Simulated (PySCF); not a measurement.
Two-component Hartree-Fock for Sn⁺ (tin, charge +1)

Start: [Kr] 4d10 5s2 5p1; 5p3/2 filled at m_j = +3/2. Calculated with PySCF 2.14 in x2c-TZVPPall-2c: generalised Hartree-Fock with the X2C-1e Hamiltonian and a Gaussian nucleus; one run each with spin-orbit coupling (SO) screened by Boettger's factors, then bare. This is a chosen level, not necessarily the ground level.

| spinor shell | electrons | ε, screened SO (eV) | ε, bare SO (eV) | weight of nominal j (bare SO) | rms radius, bare SO (bohr) |
| --- | --- | --- | --- | --- | --- |
| 1s1/2 | 2 | -29352.6 | -29352.4 | 1.000 | 0.0333 |
| 2s1/2 | 2 | -4530.8 | -4530.7 | 1.000 | 0.136 |
| 2p1/2 | 2 | -4221.8 | -4229.0 | 1.000 | 0.117 |
| 2p3/2 | 4 | -3988.8 | -3985.8 | 1.000 | 0.123 |
| 3s1/2 | 2 | -920.79 | -920.77 | 1.000 | 0.361 |
| 3p1/2 | 2 | -793.80 | -795.15 | 1.000 | 0.354 |
| 3p3/2 | 4 | -749.85 | -749.30 | 1.000 | 0.366 |
| 3d3/2 | 4 | -527.36 | -528.70 | 1.000 | 0.339 |
| 4s1/2 | 2 | -168.18 | -168.18 | 1.000 | 0.874 |
| 4p1/2 | 2 | -123.70 | -123.96 | 1.000 | 0.930 |
| 4p3/2 | 4 | -115.79 | -115.69 | 1.000 | 0.960 |
| 4d3/2 | 4 | -44.402 | -44.581 | 0.997 | 1.17 |
| 4d5/2 | 6 | -43.281 | -43.171 | 0.998 | 1.19 |
| 5s1/2 | 2 | -20.955 | -20.957 | 0.999 | 2.53 |
| 5p3/2 | 1 | -13.694 | -13.689 | 1.000 | 3.23 |

(1) Where does 3d5/2 lie, and what is the 3d spin-orbit splitting (bare SO)?

```csv
quantity,screened SO,bare SO
E (hartree),-6174.24903,-6174.38230
M_J,3/2,3/2
⟨J²⟩,3.760,3.760
⟨L²⟩,2.025,2.028
⟨S²⟩,0.771,0.773
```

Each row is a mean over spinors that exchange with the open shell spreads, by up to 1.932 eV (5s1/2).

Breit and QED terms are absent; they matter most for the inner s and p1/2 levels.

Densities and radii are taken from the X2C orbitals without a picture-change correction, which distorts them close to the nucleus.

Answers

(1) At -517.61 eV, 11.091 eV above 3d3/2.
